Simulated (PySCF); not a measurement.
# Electron correlation in Ne³⁺ (neon, charge +3)

[He] 2s2 2p3, high-spin 4S determinant. Computed with PySCF 2.14 in x2c-TZVPPall with one added diffuse shell each of s, p, d type (6s4p3d1f, 40 functions), with scalar relativity by spin-free X2C-1e. Frozen: 1s2; 5 electrons correlated.

| level | correlation energy (mhartree) |
| --- | --- |
| CCSD | -111.59 |
| (T) | -0.87 |
| CCSD(T) | -112.46 |

Diagnostics: T1 = 0.0020, D1 = 0.0045, largest double amplitude 0.026.

**Question.** Is a single reference adequate?

**Answer.** Yes: T1 lies below 0.03 and no double amplitude reaches 0.07.
